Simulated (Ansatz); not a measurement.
`C=[CH][Sn]([F])([F])[F]` + HI → `[F][Sn]([F])([F])[I]` + ethylene at 700 K and 1 bar (ligand exchange at the Sn–C bond).

Calculated with Ansatz (gas phase, PBE0-D4/def2-TZVP geometries, no zero-point term in ΔE). CCSD(T)/CBS is the MP2 limit (def2-TZVPP, def2-QZVPP) plus CCSD(T) − MP2 in def2-TZVPP, frozen cores. This one scheme is used for every species. def2 core potentials past Kr. For I, Sn outer-core shells are correlated without core-valence functions, which leaves a few kJ/mol of doubt a bond. One conformer a species, not always the lowest.

| species | CCSD(T)/CBS energy (Eh) | H − E (kJ/mol) | S (J/(mol·K)) |
| --- | --- | --- | --- |
| `C=[CH][Sn]([F])([F])[F]` | -591.39224 | 206.9 | 503.8 |
| HI | -298.03592 | 34.6 | 231.7 |
| `[F][Sn]([F])([F])[I]` | -810.98500 | 78.6 | 451.5 |
| `C=C` | -78.48111 | 168.9 | 268.4 |

H − E and S are ideal-gas, rigid-rotor, harmonic terms from PBE0-D4/def2-TZVP, for one conformer and one mirror image of each species. 1 Eh = 2625.50 kJ/mol, R = 8.31446 J/(mol·K).

Problem. By hand: ΔE, ΔH, ΔS and ΔG.

Solution. ΔE = (-810.98500) + (-78.48111) − (-591.39224) − (-298.03592) = -0.03795 Eh = -99.6 kJ/mol. Δ(H − E) = 78.6 + 168.9 − 206.9 − 34.6 = 6.0, so ΔH = -93.6 kJ/mol. ΔS = 451.5 + 268.4 − 503.8 − 231.7 = -15.6 J/(mol·K). ΔG = -93.6 − 700 × (-15.6)/1000 = -82.7 kJ/mol.

Problem. By hand: the equilibrium constant, and the temperature at which ΔG would vanish if ΔH and ΔS stayed fixed.

Solution. log₁₀ K = −ΔG/(RT ln 10) = 6.2. ΔG = 0 at ΔH/ΔS = 6000 K, far beyond where these terms or the molecules hold.

ΔH outweighs TΔS. A doubt of 5 kJ/mol in ΔE shifts log₁₀ K by 0.4 here. Other conformers and mirror images would add mixing entropy, several J/(mol·K) or more a flexible species. Modes under 60 cm⁻¹, often nearly free rotors, make the harmonic entropy too high. These are equilibria of isolated gas molecules and say nothing of rates. Largest T1 diagnostic: 0.014 (customary marks: 0.02 for closed shells, 0.045 for open ones).
